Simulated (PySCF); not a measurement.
Species: C8H15P.
Numbering: `[CH2:1]=[CH:2][P:3]1[CH2:4][CH2:5][CH2:6][CH2:7][CH2:8][CH2:9]1`

NICS = −σ at a ghost point: NICS(0) at the centroid of the ring atoms, NICS(1) 1 Å to either side along the normal of their mean plane, zz for the tensor component along that normal. Level: GIAO PBE0/pcSseg-1 (PySCF, non-relativistic, gas phase) on the GFN2-xTB geometry, one conformer.

Ring bond lengths (Å), with Mayer bond orders in brackets: P3–C4 1.864 (0.94), C4–C5 1.528 (1.02), C5–C6 1.528 (1.06), C6–C7 1.533 (0.99), C7–C8 1.529 (1.04), C8–C9 1.523 (1.04), C9–P3 1.870 (0.94).

Problem. Give the NICS values of each ring in ppm.

Solution. 
```json
{"ring": "P3–C4–C5–C6–C7–C8–C9", "type": "7-membered ring with P; formal bonds all single", "NICS(0)": "-3.9", "NICS(1), two faces": "-2.4 / -4.2", "NICS(1)zz, two faces": "3.6 / 2.5", "rms pucker (Å)": "0.40", "centre to ring atoms, mean (Å)": "1.72"}
```

Problem. What can be read from them?

Solution. 
- P3–C4–C5–C6–C7–C8–C9: mean NICS(1)zz 3.0 ppm, deshielded. C4, C5, C6, C7, C8, C9 have four or more neighbours, so the value isn't read as a sign of a π ring current.

Problem. What field does 14.1 T along the ring normal induce along that normal at the second NICS(1) probe listed for ring P3–C4–C5–C6–C7–C8–C9, 1 Å off the ring?

Solution. NICSzz × B0 = 2.5 ppm × 14.1 T = 35 μT, along the applied field.

The run took 45 s of wall time on one thread, x86-64 server, no GPU (shared host). This is the whole shielding run at PBE0/pcSseg-1, SCF included.
